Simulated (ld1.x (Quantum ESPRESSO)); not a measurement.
Transferability test, RRKJ potential for Tm

thulium, norm-conserving RRKJ (Kleinman–Bylander form), made with ld1.x (Quantum ESPRESSO) 7.5 (PBEsol, fully relativistic). Core [Kr] 4d10 4f12, reference 5s2 5p6 5d1 6s0.5 6p0 (charge +1.5). Waves: 5s (bound): rc 2.05 bohr; 5d (bound): rc 2.25 bohr; 5p (bound): rc 2.28 bohr. Local part: the p channel. Core correction: a·sin(br)/r model core inside 1.10 bohr.

Open shells are filled in proportion to 2j + 1 (rel_dist='average').

Occupied shells without a wave of their own: 6s. They enter only through the test configuration that unscreens the potential, and ld1.x also counts them in the model core charge.

Energies are relative to the spin-unpolarised reference configuration 5s2 5p6 5d1 6s0.5 6p0; without spin polarisation the order of configurations can differ from experiment. The p channel is local and has no spin–orbit splitting in the pseudo-atom.

ld1.x takes every shell without a wave as core, so the model core holds the 6s electrons as well and exchange and correlation see them twice. This cancels in the reference configuration, but the file is broken for other ones, and its errors say nothing about a proper core correction.

```json
{"valence configuration": "5s2 5p6 5d1 6s2 6p0", "charge": "0", "ΔE all-electron (eV)": "-12.874", "error AE − PS (meV)": "+179"}
{"valence configuration": "5s2 5p6 5d1 6s1 6p0", "charge": "+1", "ΔE all-electron (eV)": "-5.699", "error AE − PS (meV)": "+132"}
{"valence configuration": "5s2 5p6 5d1 6s0 6p0", "charge": "+2", "ΔE all-electron (eV)": "7.178", "error AE − PS (meV)": "-233"}
{"valence configuration": "5s2 5p6 5d1 6s1 6p1", "charge": "0", "ΔE all-electron (eV)": "-9.612", "error AE − PS (meV)": "+52"}
{"valence configuration": "5s2 5p6 5d1.5 6s1.5 6p0", "charge": "0", "ΔE all-electron (eV)": "-11.584", "error AE − PS (meV)": "+69"}
{"valence configuration": "5s1 5p6 5d1 6s2 6p0", "charge": "+1", "ΔE all-electron (eV)": "50.653", "error AE − PS (meV)": "+144"}
{"valence configuration": "5s2 5p6 5d2 6s1 6p0", "charge": "0", "ΔE all-electron (eV)": "-10.235", "error AE − PS (meV)": "-35"}
```

These tests converged, but a pseudo level misses the all-electron one widely, so the file describes the atom poorly there or has found another state: 5s2 5p6 5d1 6s2 6p0: 5p by 4.5 eV; 5s2 5p6 5d1 6s1 6p0: 5p by 4.4 eV; 5s2 5p6 5d1 6s0 6p0: 5p by 4.0 eV; 5s2 5p6 5d1 6s1 6p1: 5p by 4.5 eV; 5s2 5p6 5d1.5 6s1.5 6p0: 5p by 4.5 eV; 5s1 5p6 5d1 6s2 6p0: 5p by 4.2 eV; 5s2 5p6 5d2 6s1 6p0: 5p by 4.4 eV.

A Bessel basis up to 400 Ry misses an occupied level by 2.29 Ry, so cutoffs and ghosts were not judged. The potential misses its own reference levels by up to 4.2 eV, so it is not fit for use.
